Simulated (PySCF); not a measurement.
C₆ coefficients of unlike pairs at UHF

Calculated with PySCF 2.14 from the dipole response of each species, C₆(A,B) = (3/π) ∫ α_A(iu) α_B(iu) du, in atomic units, from isotropic polarisabilities. For ions this is the dispersion term alone; charge-induced terms of lower order in 1/R come first.

```tsv
species	configuration	basis	relativity	α (bohr³)	C₆ (like pair)
Be	[He] 2s2 (1S)	dyall-av3z (15s9p4d2f)	none	45.62	282.6
B	[He] 2s2 2p1 (2P)	aug-cc-pVQZ-DK (6s5p4d3f2g)	spin-free X2C	22.19	106.0
Zn⁺	[Ar] 3d10 4s1 (2S)	aug-cc-pwCVDZ-PP with ECP10MDF (6s6p5d3f)	core potential	23.54	97.75
C	[He] 2s2 2p2 (3P)	def2-QZVPPD (8s4p4d2f1g)	none	11.94	46.17
```

(1) Estimate C₆ for C with B.

No spin-orbit coupling is included.

The other pairs:

```json
{"pair": "Zn⁺, B", "C₆": "100.9"}
{"pair": "B, Be", "C₆": "167.7"}
{"pair": "Zn⁺, Be", "C₆": "163.0"}
{"pair": "C, Zn⁺", "C₆": "64.71"}
{"pair": "C, Be", "C₆": "103.5"}
```

Results:

(1) The integral gives 68.64. The combination rule 2 C_A C_B / (C_A α_B/α_A + C_B α_A/α_B) gives 68.55 and the geometric mean 69.98.
